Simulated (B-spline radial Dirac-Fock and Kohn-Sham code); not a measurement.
## How the binding energies of W⁴⁷⁺ add up

System: W⁴⁷⁺, configuration [Ar] 3d9; nuclear rms radius 5.3658 fm (A = 184).

Method: Dirac-Fock energy differences between relaxed states, corrected for Breit and QED terms. Computed with a radial finite-basis atomic code. Correlation and solid-state effects are left out. Energies are counted from the vacuum level.

All terms are in eV, carry their sign (relaxation lowers the binding energy) and add up to the binding energy; ⟨r⟩ is the mean radius of the orbital in the initial state.

```
subshell  −ε (Koopmans)  relaxation    Gaunt  retardation      QED  binding energy  ⟨r⟩ (bohr)
      1s        72502.1      -49.75  -251.18        22.65  -120.23         72103.6       0.018
      2s        14684.1      -17.63   -28.31         2.03   -17.73         14622.5       0.077
   2p1/2        14137.8      -21.46   -48.13         5.12    -0.07         14073.3       0.064
   2p3/2        12773.9      -18.81   -33.23         6.98    -1.80         12727.0       0.071
      3s         5181.0       -2.61    -6.12         0.48    -4.34          5168.4       0.195
   3p1/2         4944.5       -3.17   -10.21         1.05    -0.17          4932.0       0.185
   3p3/2         4627.7       -2.62    -6.97         1.54    -0.53          4619.1       0.198
      3d         4214.2       -3.69    -4.10         0.57     0.15          4207.1       0.177
```

For the deepest level, K (1s), the Breit terms make up -0.317 % of the binding energy, QED -0.167 % and orbital relaxation -0.069 %.

Spin-orbit splittings: 2p 1346.3 eV, 3p 312.8 eV.

Going to the tabulated ground configuration of the next ion removes an electron from M4,5 (3d), computed at 4207.1 eV. NIST lists 4180 ± 4 eV as the ionisation energy of this species (semi-empirical), -27.13 eV from the computed value. Where a p, d or f shell is open in either ion the computed value averages over both j values and all terms, while the table refers to the lowest levels; that difference holds spin-orbit splitting (largest in heavy or highly charged ions), term energies where several electrons share open shells, and correlation, and it can reach 10 % or more.
